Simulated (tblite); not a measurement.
Species: C₄H₃Cl₃FO (doublet state).
SMILES with atom numbers: `[O:1]/[CH:2]=[C:3](\[CH2:4][F:5])[C:6]([Cl:7])([Cl:8])[Cl:9]` (hydrogens: H10 on C2; H11, H12 on C4)

The geometry is computed with GFN2-xTB (gas phase). This method treats the open shell by occupation alone, without spin polarisation.

Problem. Give the optimised bond lengths and angles.

Solution. 
```
          bond  length (bohr)
         O1–C2          2.303
         C2=C3          2.718
         C3–C4          2.810
         C4–F5          2.569
         C3–C6          2.776
        C6–Cl7          3.346
        C6–Cl8          3.375
        C6–Cl9          3.431
        C2–H10          2.076
C4–H11, C4–H12          2.081
```

Bonds in one row agree within 0.02 bohr and their mean is given. A selection of angles:
```
     angle  degrees
  O1–C2–C3    123.0
  C2–C3–C4    115.9
  C2–C3–C6    123.4
  C4–C3–C6    120.6
  C3–C4–F5    114.5
 C3–C6–Cl7    113.8
 C3–C6–Cl8    112.1
 C3–C6–Cl9    107.2
Cl7–C6–Cl8    107.6
```

Torsions: O1–C2–C3–C4 0° (synperiplanar); C2–C3–C4–F5 -159° (antiperiplanar); C2–C3–C6–Cl7 -17° (synperiplanar). The mirror-image conformer, all signs reversed, is as good.

The C–Cl distances run from 1.771 Å (C6–Cl7, drawn single) to 1.816 Å (C6–Cl9, drawn single), a spread of 0.045 Å. C2 (carbon bonded to C, O and H) is planar (angles 123.0°, 121.3° and 115.7°, sum 360.0°, 0.00 Å off the plane of its three neighbours). C3 (carbon bonded to 3 C) is planar (angles 123.4°, 120.6° and 115.9°, sum 360.0°, 0.02 Å off the plane of its three neighbours). The C–C distances run from 1.438 Å (C2=C3, drawn double in one of several resonance forms) to 1.487 Å (C3–C4, drawn single), a spread of 0.049 Å. Of the pairs four or more bonds apart, Cl7···H10 is among the closest relative to their van der Waals radii: 2.52 Å, 86 % of the sum of Bondi's values.

Point group: C1 (no symmetry element, even within 0.4 Å). Its lowest GFN2-xTB frequency is 14 cm⁻¹, too small to tell a flat minimum from a shallow saddle.

Time: 2.0 s of wall time. Hardware: an Intel Xeon at 2.50 GHz with one thread, on a shared host. That covers the optimisation of the geometry.
